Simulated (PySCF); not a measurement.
**Simulated characterisation data**

[PySCF 2.14.0 with density-fitted response routines: PBE0/pcSseg-1 with gauge-including orbitals; geometry from GFN2-xTB; one computed conformer; fast rotation and ring inversion assumed for equivalent nuclei; gas phase; non-relativistic Hamiltonian]

Referencing at the same level of theory: ¹H (σ = 31.72 ppm), ¹³C (σ = 186.93 ppm) against TMS. Splittings of carbon signals by F and P are missing where no couplings were computed. Where no couplings were computed, multiplicities follow the n + 1 count of equivalent neighbours, and m marks all less simple cases (inequivalent or close neighbours, rings, F or P nearby). Shifts are as computed. Against solution values, carbons near 30 ppm lie about +3 ppm off and those near 130 ppm about +5 ppm. Of 1309 compounds with measured shifts, 239 miss one by over three times the rms of a fit or turn the order of signals round; such compounds aren't used in these exercises.

Compound 1 (C7H10F2Si). ¹H NMR (400 MHz, computed): δ 6.40 (m, 1H), 6.26 (m, 1H), 4.63 (m, 2H), 2.72 (m, 2H), 2.55 (m, 1H), 1.87 (m, 1H), 1.73 (m, 2H). ¹³C{¹H} NMR (computed): δ 174.0, 120.5, 119.6, 36.5, 35.6, 17.1. Structure: SMILES FC(F)C1=C[SiH2][C@H]2C[C@@H]1C2.

Compound 2 (CH6F4OSi3). ¹H NMR (400 MHz, computed): δ 5.78 (m, 2H), 5.77 (m, 2H), 4.88 (m, 2H). ¹³C{¹H} NMR (computed): δ 138.1 (C). Structure: `InChI=1S/CH6F4OSi3/c2-1(3,4)7-6-9-8-5/h7-9H2`.
